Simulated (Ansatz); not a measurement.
Cost and result for the atomization energy of GaH₇OSi₂ (`[SiH3]O[SiH2][GaH2]`) (11 atoms, 10 bonds).

```xyz
11

Si   -0.413   -1.393   -0.845
O    -1.240    0.007   -0.811
Si   -0.766    1.367    0.052
Ga    1.286    0.571    1.089
H     0.088   -1.714   -2.201
H    -1.196   -2.518   -0.284
H     0.814   -1.228    0.045
H    -0.626    2.491   -0.915
H    -1.878    1.729    0.974
H     2.675    0.779    0.381
H     1.256   -0.090    2.515
```

Total charge 0; spin multiplicity 1. Correlated methods include outer-core shells of Ga, which these sets cover unevenly. Scalar relativity is left out up to krypton. The geometry is a stationary point of PBE0-D4/def2-TZVP. It is one conformer, not always the lowest. Program: Ansatz. All runs use 4 threads of an Intel Xeon on a shared host. Times are those of one run each, without the atoms' runs, and a repeat can differ threefold. Electronic energies, without spin–orbit coupling; frozen cores. CCSD(T)/CBS adds CCSD(T) − MP2 in def2-TZVPP to the MP2 limit, and its time is that of the two runs behind it. T1 = 0.013. With those shells the extrapolation isn't a true limit. B3LYP takes the VWN-RPA correlation (the form of Gaussian; ORCA's B3LYP/G).

CCSD(T)/CBS is a level of theory with its own doubt, some kJ/mol a heavy atom from the limit and from the frozen cores, so smaller differences don't rank the functionals.

| level | functions | wall time | atomization (kJ/mol) | difference from CCSD(T)/CBS | per bond |
| --- | --- | --- | --- | --- | --- |
| revPBE-D4/def2-TZVPP | 261 | 2 s | 3175.5 | -123.3 | -12.3 |
| BLYP-D4/def2-TZVPP | 261 | 2.1 s | 3224.4 | -74.4 | -7.4 |
| PBE-D4/def2-TZVPP (with forces) | 261 | 2.5 s | 3232.3 | -66.5 | -6.6 |
| BHLYP-D4/def2-TZVPP | 261 | 3.2 s | 3224.1 | -74.7 | -7.5 |
| r2SCAN-D4/def2-TZVPP (with forces) | 261 | 3.8 s | 3282.7 | -16.1 | -1.6 |
| CAM-B3LYP-D4/def2-TZVPP | 261 | 3.8 s | 3288.0 | -10.8 | -1.1 |
| r2SCANh-D4/def2-TZVPP | 261 | 4.4 s | 3268.3 | -30.5 | -3.0 |
| CCSD(T)/def2-SVP | 117 | 4.5 s | 3038.5 | -260.3 | -26.0 |
| B3LYP-D4/def2-TZVPP (with forces) | 261 | 4.6 s | 3260.8 | -38.0 | -3.8 |
| B97M-V/def2-TZVPP | 261 | 7.5 s | 3304.5 | 5.7 | 0.6 |
| MP2/def2-QZVPP | 496 | 25 s | 3266.8 | -32.0 | -3.2 |
| CCSD(T)/def2-TZVPP | 261 | 100 s | 3219.3 | -79.5 | -7.9 |
| CCSD(T)/CBS(def2) | – | 2.2 min | 3298.8 | 0.0 | 0.0 |

The D4 term adds +45.6 kJ/mol with B3LYP and +23.9 kJ/mol with PBE0; it sums over pairs of atoms, weighted by their polarisabilities, and B3LYP, whose exchange is more repulsive, gets the larger term. In def2-TZVPP, CCSD(T) changes the Hartree–Fock value by +768.2 kJ/mol (the triples alone add +33.1 kJ/mol) and MP2 by +767.3 kJ/mol; breaking electron pairs costs correlation energy, which Hartree–Fock lacks. From r2SCAN to r2SCAN0 (25 % exact exchange), in def2-TZVPP and without D4, the atomization energy moves by −35.5 kJ/mol: exact exchange takes away binding that semilocal exchange gives to molecules.
